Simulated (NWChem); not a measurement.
Species: GeSiH₅Cl; SMILES [SiH3][GeH2][Cl]

Give the equilibrium geometry at PBE0/def2-SVP (NWChem) as a Z-matrix, with the point group.

point group Cs; any orientation.
```
Ge
H 1 1.5392
H 1 1.5392 2 109.69
Cl 1 2.1787 2 106.56 3 -114.98
Si 1 2.3829 2 113.74 3 128.65
H 5 1.4921 1 108.99 2 56.72
H 5 1.4921 6 109.96 1 -119.41
H 5 1.4951 6 109.55 7 -120.44
```
